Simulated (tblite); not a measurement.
Parent: `[CH3:1][C@@H:2]1[CH2:3][CH2:4][C:5]1=[S:6]`, C5H8S.

Computed geometry: GFN2-xTB, gas phase. One conformer each, not checked by frequencies here.

| coordinate of the parent | value |
| --- | --- |
| C1–C2 | 1.521 Å |
| C2–C3 | 1.545 Å |
| C3–C4 | 1.540 Å |
| C4–C5 | 1.498 Å |
| C5=S6 | 1.609 Å |
| C2–C5 | 1.505 Å |
| C1–C2–C3 | 117.6° |
| C1–C2–C5 | 115.5° |
| C3–C2–C5 | 88.3° |
| C2–C3–C4 | 89.8° |
| C3–C4–C5 | 88.8° |
| C4–C5–S6 | 133.7° |
| C2–C5–C4 | 92.9° |
| C2–C5–S6 | 133.3° |

Problem. How does the shared frame change in `[CH3:1][C:2](=[O:3])[O:4][C@@:5]1([CH3:6])[CH2:7][CH2:8][C:9]1=[S:10]` with C1–C2–O4–C5 180°, C2–O4–C5–C6 -72°, O4–C5–C7–C8 122°, C5–C7–C8–C9 -8°, C7–C8–C9–S10 -170°, O4–C5–C9–C8 -126°, C7H10O2S? Atoms pair as C1 = C6, C2 = C5, C3 = C7, C4 = C8, C5 = C9, S6 = S10 (parent first).

Solution. 
| parent | relative | value in the relative | change |
| --- | --- | --- | --- |
| C1–C2 | C6–C5 | 1.525 Å | +0.004 |
| C2–C3 | C5–C7 | 1.548 Å | +0.003 |
| C3–C4 | C7–C8 | 1.539 Å | -0.001 |
| C4–C5 | C8–C9 | 1.499 Å | +0.001 |
| C5=S6 | C9=S10 | 1.604 Å | -0.005 |
| C2–C5 | C5–C9 | 1.516 Å | +0.011 |
| C1–C2–C3 | C6–C5–C7 | 114.7° | -2.9 |
| C1–C2–C5 | C6–C5–C9 | 112.7° | -2.8 |
| C3–C2–C5 | C7–C5–C9 | 88.1° | -0.2 |
| C2–C3–C4 | C5–C7–C8 | 89.5° | -0.3 |
| C3–C4–C5 | C7–C8–C9 | 89.0° | +0.2 |
| C4–C5–S6 | C8–C9–S10 | 134.5° | +0.8 |
| C2–C5–C4 | C5–C9–C8 | 92.3° | -0.6 |
| C2–C5–S6 | C5–C9–S10 | 133.2° | -0.1 |

Of the parent's bonds, C2–C5 changes most (+0.011 Å). Bonds of the relative outside the shared frame: C1–C2 1.506, C2=O3 1.202, C2–O4 1.339, O4–C5 1.426 Å. Point group C1 → C1.

Problem. How does the shared frame change in `[CH:1]#[C:2][C@:3]1([CH3:4])[CH2:5][CH2:6][C:7]1=[S:8]`, C7H8S? Atoms pair as C1 = C4, C2 = C3, C3 = C5, C4 = C6, C5 = C7, S6 = S8 (parent first).

Solution. 
| parent | relative | value in the relative | change |
| --- | --- | --- | --- |
| C1–C2 | C4–C3 | 1.526 Å | +0.005 |
| C2–C3 | C3–C5 | 1.554 Å | +0.009 |
| C3–C4 | C5–C6 | 1.538 Å | -0.002 |
| C4–C5 | C6–C7 | 1.496 Å | -0.002 |
| C5=S6 | C7=S8 | 1.606 Å | -0.003 |
| C2–C5 | C3–C7 | 1.520 Å | +0.015 |
| C1–C2–C3 | C4–C3–C5 | 116.7° | -0.9 |
| C1–C2–C5 | C4–C3–C7 | 114.5° | -1.0 |
| C3–C2–C5 | C5–C3–C7 | 87.8° | -0.5 |
| C2–C3–C4 | C3–C5–C6 | 89.8° | 0.0 |
| C3–C4–C5 | C5–C6–C7 | 89.3° | +0.5 |
| C4–C5–S6 | C6–C7–S8 | 134.2° | +0.5 |
| C2–C5–C4 | C3–C7–C6 | 92.7° | -0.2 |
| C2–C5–S6 | C3–C7–S8 | 133.0° | -0.3 |

Of the parent's bonds, C2–C5 changes most (+0.015 Å). Bonds of the relative outside the shared frame: C1≡C2 1.197, C2–C3 1.447 Å. Point group C1 → C1.

Problem. How does the shared frame change in `[CH3:1][C@@:2]1([C:3](=[O:4])[OH:5])[CH2:6][CH2:7][C:8]1=[S:9]` with C1–C2–C3–O4 142°, C2–C3–O5–H -177°, C6H8O2S? Atoms pair as C1 = C1, C2 = C2, C3 = C6, C4 = C7, C5 = C8, S6 = S9 (parent first).

Solution. 
```json
{"parent": "C1–C2", "relative": "C1–C2", "value in the relative": "1.522 Å", "change": "+0.001"}
{"parent": "C2–C3", "relative": "C2–C6", "value in the relative": "1.545 Å", "change": "0.000"}
{"parent": "C3–C4", "relative": "C6–C7", "value in the relative": "1.539 Å", "change": "-0.001"}
{"parent": "C4–C5", "relative": "C7–C8", "value in the relative": "1.494 Å", "change": "-0.004"}
{"parent": "C5=S6", "relative": "C8=S9", "value in the relative": "1.605 Å", "change": "-0.004"}
{"parent": "C2–C5", "relative": "C2–C8", "value in the relative": "1.520 Å", "change": "+0.015"}
{"parent": "C1–C2–C3", "relative": "C1–C2–C6", "value in the relative": "118.1°", "change": "+0.5"}
{"parent": "C1–C2–C5", "relative": "C1–C2–C8", "value in the relative": "115.2°", "change": "-0.3"}
{"parent": "C3–C2–C5", "relative": "C6–C2–C8", "value in the relative": "87.9°", "change": "-0.4"}
{"parent": "C2–C3–C4", "relative": "C2–C6–C7", "value in the relative": "90.0°", "change": "+0.2"}
{"parent": "C3–C4–C5", "relative": "C6–C7–C8", "value in the relative": "89.1°", "change": "+0.3"}
{"parent": "C4–C5–S6", "relative": "C7–C8–S9", "value in the relative": "134.8°", "change": "+1.1"}
{"parent": "C2–C5–C4", "relative": "C2–C8–C7", "value in the relative": "92.7°", "change": "-0.2"}
{"parent": "C2–C5–S6", "relative": "C2–C8–S9", "value in the relative": "132.5°", "change": "-0.8"}
```

Of the parent's bonds, C2–C5 changes most (+0.015 Å). Bonds of the relative outside the shared frame: C2–C3 1.518, C3=O4 1.202, C3–O5 1.332 Å. Point group C1 → C1.

Problem. How does the shared frame change in `[CH3:1][C@:2]1([O:3][CH:4]([F:5])[F:6])[CH2:7][CH2:8][C:9]1=[S:10]` with C1–C2–O3–C4 62°, C2–O3–C4–F5 -92°, C6H8F2OS? Atoms pair as C1 = C1, C2 = C2, C3 = C7, C4 = C8, C5 = C9, S6 = S10 (parent first).

Solution. 
```csv
parent,relative,value in the relative,change
C1–C2,C1–C2,1.523 Å,+0.002
C2–C3,C2–C7,1.545 Å,0.000
C3–C4,C7–C8,1.539 Å,-0.001
C4–C5,C8–C9,1.496 Å,-0.002
C5=S6,C9=S10,1.608 Å,-0.001
C2–C5,C2–C9,1.523 Å,+0.018
C1–C2–C3,C1–C2–C7,115.7°,-1.9
C1–C2–C5,C1–C2–C9,113.8°,-1.7
C3–C2–C5,C7–C2–C9,88.0°,-0.3
C2–C3–C4,C2–C7–C8,89.9°,+0.1
C3–C4–C5,C7–C8–C9,89.2°,+0.4
C4–C5–S6,C8–C9–S10,134.0°,+0.3
C2–C5–C4,C2–C9–C8,92.4°,-0.5
C2–C5–S6,C2–C9–S10,133.5°,+0.2
```

Of the parent's bonds, C2–C5 changes most (+0.018 Å). Bonds of the relative outside the shared frame: C2–O3 1.429, O3–C4 1.348, C4–F5 1.363, C4–F6 1.342 Å. Point group C1 → C1.

Problem. How does the shared frame change in `[CH3:1][C@@:2]1([CH2:3][NH2:4])[CH2:5][CH2:6][C:7]1=[S:8]` with C1–C2–C3–N4 -60°, C2–C3–N4–H -58° and 62°, C6H11NS? Atoms pair as C1 = C1, C2 = C2, C3 = C5, C4 = C6, C5 = C7, S6 = S8 (parent first).

Solution. 
```
  parent  relative  value in the relative  change
   C1–C2     C1–C2                1.523 Å  +0.002
   C2–C3     C2–C5                1.548 Å  +0.003
   C3–C4     C5–C6                1.540 Å   0.000
   C4–C5     C6–C7                1.497 Å  -0.001
   C5=S6     C7=S8                1.613 Å  +0.004
   C2–C5     C2–C7                1.502 Å  -0.003
C1–C2–C3  C1–C2–C5                 116.1°    -1.5
C1–C2–C5  C1–C2–C7                 115.2°    -0.3
C3–C2–C5  C5–C2–C7                  88.3°     0.0
C2–C3–C4  C2–C5–C6                  89.7°    -0.1
C3–C4–C5  C5–C6–C7                  88.8°     0.0
C4–C5–S6  C6–C7–S8                 134.0°    +0.3
C2–C5–C4  C2–C7–C6                  93.1°    +0.2
C2–C5–S6  C2–C7–S8                 132.9°    -0.4
```

Of the parent's bonds, C2–C3, C5–S6 and C2–C5 change most and about equally (-0.003 to +0.004 Å). Bonds of the relative outside the shared frame: C2–C3 1.557, C3–N4 1.437 Å. Point group C1 → C1.
